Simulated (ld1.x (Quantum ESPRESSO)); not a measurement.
# S (Z = 16): excitation energies, all-electron against ultrasoft

```
Element                 : sulfur
Generator               : ld1.x (Quantum ESPRESSO) 7.5
Type                    : ultrasoft
Functional              : PBE
Relativity              : fully relativistic
Frozen core             : [Ne]
Valence charge          : 6
Reference configuration : 3s2 3p4
Partial waves           : 3s (bound): rcut 1.45, rcutus 1.75 bohr; 3s channel at -0.3 Ry: rcut 1.45, rcutus 1.75 bohr; 3p (bound): rcut 1.00, rcutus 1.40 bohr; 3p channel at 4.1 Ry: rcut 1.00, rcutus 1.40 bohr; 3d channel at 0.45 Ry: rcut 1.00, rcutus 1.40 bohr
Local potential         : all-electron potential smoothed inside 1.60 bohr (lloc = -2)
Core correction         : a·sin(br)/r model core, default radius (core density twice the valence density)
Augmentation charge     : built from norm-conserving waves at rcut, not smoothed further
```

Open shells are filled in proportion to 2j + 1 (rel_dist='average').

Energies are relative to the spin-unpolarised reference configuration 3s2 3p4; without spin polarisation the order of configurations can differ from experiment.

```csv
valence configuration,charge,ΔE all-electron (eV),error AE − PS (meV)
3s2 3p2,+2,34.053,+7.0
3s2 3p1,+3,68.095,+26
3s1 3p4,+1,22.647,+4.3
3s2 3p4.3,-0.3,-1.709,+0.1
3s1 3p5,0,10.311,+2.2
```

(1) What are ΔE and the potential's error for 3s2 3p3?

(2) What are ΔE and the potential's error for 3s0 3p6?

Answers

(1) ΔE = 11.769 eV all-electron; the error (AE − PS) is +0.9 meV.

(2) ΔE = 20.739 eV all-electron; the error (AE − PS) is +9.1 meV.
